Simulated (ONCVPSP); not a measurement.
## V (Z = 23): one change to an ONCV potential, before and after

ONCVPSP 4.0.1 input, shortened (lines: element, Z, core and valence counts, functional; n l f; lmax; l rc ep ncon nbas qcut; lloc lpopt rc5 dvloc0; l nproj debl; icmod fcfact rcfact), PBEsol, scalar-relativistic:

```
  V 23.00    3    4  -116133      upf
    1    0    2.00
    2    0    2.00
    2    1    6.00
    3    0    2.00
    3    1    6.00
    3    2    3.00
    4    0    2.00
    2
    0    1.40    0.00    3    7    9.30
    1    1.05    0.00    5    8    7.70
    2    1.85    0.00    4    9    8.60
    4    1    0.90    4.00
    0    2    3.90
    1    3    0.90
    2    1    2.60
    3    2.75    1.15
```

In the p channel the program set the typed energies aside and used -1.615, 0.250, 1.150 Ha.

All-electron outer shells of the reference configuration (PBEsol, scalar-relativistic, ld1.x):

```json
{"shell": "2p", "level (eV)": "-502.79", "outermost node (bohr)": "–", "outermost maximum (bohr)": "0.21"}
{"shell": "3s", "level (eV)": "-70.03", "outermost node (bohr)": "0.38", "outermost maximum (bohr)": "0.82"}
{"shell": "3p", "level (eV)": "-43.95", "outermost node (bohr)": "0.35", "outermost maximum (bohr)": "0.84"}
{"shell": "3d", "level (eV)": "-5.18", "outermost node (bohr)": "–", "outermost maximum (bohr)": "0.90"}
{"shell": "4s", "level (eV)": "-4.72", "outermost node (bohr)": "1.17", "outermost maximum (bohr)": "2.76"}
```

Change: d: qcut 13.1.

Cutoffs: the cutoffs (Ha) at which the residual kinetic energy of the hardest occupied pseudo-wave falls to 1 and 0.1 mHa per electron; they do not see the model core or the augmentation charge, which bear on the density cutoff. Errors are all-electron minus pseudo energies relative to the spin-unpolarised reference configuration.

Question: Predict the effect on cutoff, ghosts and configuration errors.

Answer: The potential gets neither clearly harder nor softer (68 Ha and 157 Ha → 68 Ha and 157 Ha); both files keep a bound ghost (p); of the 4 tests that both files solve, the error grows in 0 and shrinks in 2 by more than 15 % and 0.3 meV (median size 1.5 → 0.9 meV); the range in which the d phases agree widens (upper end 0.9 → at the end of the scan).

```csv
quantity,base,changed
"cutoff, loose",68 Ha,68 Ha
"cutoff, tight",157 Ha,157 Ha
loose cutoff by channel,"s 28 Ha, p 68 Ha, d 28 Ha","s 28 Ha, p 68 Ha, d 53 Ha"
bound ghosts,p,p
GHOST(+) flags under 300 eV,none,none
"error for 3s2 3p6 3d3 4s1, meV [ΔE 7.75 eV]",+0.4,-0.5
"error for 3s2 3p6 3d3 4s0, meV [ΔE 21.95 eV]",+2.4,-1.3
"error for 3s2 3p6 3d2 4s0, meV [ΔE 50.80 eV]",+33,-5.8
"error for 3s2 3p6 3d3 4s0 4p2, meV [ΔE 6.88 eV]",+0.6,-0.4
s: phases at 1.43 bohr within 0.05 rad from the reference energy up to (Ha; the scan ends near 5),to the end of the scan,to the end of the scan
p: phases at 1.06 bohr within 0.05 rad from the reference energy up to (Ha; the scan ends near 5),to the end of the scan,to the end of the scan
d: phases at 1.88 bohr within 0.05 rad from the reference energy up to (Ha; the scan ends near 5),0.9,to the end of the scan
"rms error of d²Exc/dni dnj with the model core, mHa",0.88,1.29
```

 A true bound ghost makes a file unfit for plane-wave use even where its test errors are small: the radial tests pick states by their node count and pass the ghost by.
